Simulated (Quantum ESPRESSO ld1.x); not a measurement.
Results of a calculation; reference values are marked as such.
Problem. Species: O3+. Configuration: [He] 2s2 2p1. Code: ld1.x of Quantum ESPRESSO 7.5. Model: Dirac Kohn-Sham, PBE, spin-unpolarised, spherical densities, point nucleus; open shells fill j = l - 1/2 first. Some entries of the table are withheld. Estimate them.

orbital,occ.,eigenvalue (eV),<1/r> (bohr^-1)
1s1/2,2,-586.773,7.645
2s1/2,2,(1),1.490
2p1/2,1,(2),1.404
2p3/2,0,(3),1.402

Solution. 
(1) 2s1/2 eigenvalue (eV): -79.482
(2) 2p1/2 eigenvalue (eV): -64.990
(3) 2p3/2 eigenvalue (eV): -64.928
